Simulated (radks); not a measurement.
The numbers below are computed, except where a source is named.
Removal energies from the sulfur ion S13+, [He] 2s1, by Delta-SCF beside the eigenvalue of the level emptied. Level of theory: Dirac Kohn-Sham, relativistic LDA (MacDonald-Vosko exchange, VWN5 correlation), spin-unpolarised, spherical densities, finite nucleus; Fermi nuclear charge, rms radius of each element as measured or else 0.836 A^(1/3) + 0.57 fm (a radial shooting solver on a logarithmic mesh with Libxc functionals). Sub-shells are occupied by j as written (lower j first in brackets).

[
 {"removed from": "2s1/2", "final configuration": "[He]", "Delta-SCF (eV)": "701.75", "-eigenvalue (eV)": "677.41"},
 {"removed from": "1s1/2", "final configuration": "1s1 2s1", "Delta-SCF (eV)": "3147.3", "-eigenvalue (eV)": "3030.3"}
]
